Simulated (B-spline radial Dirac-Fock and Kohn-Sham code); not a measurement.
## Electron momentum distribution of Ti¹¹⁺: Compton profiles

System: the Ti¹¹⁺ ion, configuration [Ne] 3s1.

Calculated with an atomic code on a B-spline grid, using the impulse approximation on relativistic Hartree-Fock (Dirac-Fock) wave functions, averaged over the configuration. pz is in atomic units of momentum; subshell profiles are per electron, for a selection of subshells; open shells are spread over both j values by their weights.

```
 pz    J total   J 2s1/2   J 2p1/2   J 2p3/2   J 3s1/2
  0      1.187     0.151    0.0779    0.0785     0.337
0.2      1.179     0.150    0.0779    0.0785     0.330
0.3      1.169     0.150    0.0779    0.0785     0.321
0.4      1.156     0.149    0.0778    0.0784     0.310
0.5      1.139     0.148    0.0778    0.0784     0.296
0.6      1.119     0.146    0.0778    0.0784     0.279
0.8      1.074     0.142    0.0778    0.0784     0.241
  1      1.023     0.138    0.0777    0.0783     0.200
1.2     0.9711     0.133    0.0775    0.0781     0.160
1.4     0.9209     0.127    0.0773    0.0779     0.124
1.6     0.8745     0.120    0.0770    0.0775    0.0930
1.8     0.8330     0.113    0.0765    0.0770    0.0687
  2     0.7964     0.106    0.0758    0.0764    0.0510
2.5     0.7217    0.0870    0.0735    0.0740    0.0291
  3     0.6589    0.0690    0.0700    0.0704    0.0248
  4     0.5341    0.0391    0.0602    0.0604    0.0228
  5     0.4114    0.0199    0.0484    0.0483    0.0145
  7     0.2316   0.00518    0.0269    0.0267   0.00288
 10     0.1061   0.00312   0.00944   0.00924  0.000603
 15    0.03856   0.00227   0.00165   0.00158  0.000468
 20    0.01671   0.00110  0.000350  0.000329  0.000226
 30   0.003906  0.000231  2.81e-05  2.54e-05  4.61e-05
 40   0.001130  6.01e-05  4.01e-06  3.47e-06  1.17e-05
 60  0.0001569  7.43e-06    < 1e-6    < 1e-6  1.42e-06
100  1.081e-05    < 1e-6    < 1e-6    < 1e-6    < 1e-6
```

J(0) = 1.187. The 3s1/2 subshell gives the largest part, 28 %.

Mean momentum ⟨p⟩ by subshell (a.u.): 1s1/2 18.5, 2s1/2 6.04, 2p1/2 8.10, 2p3/2 8.03, 3s1/2 3.02.
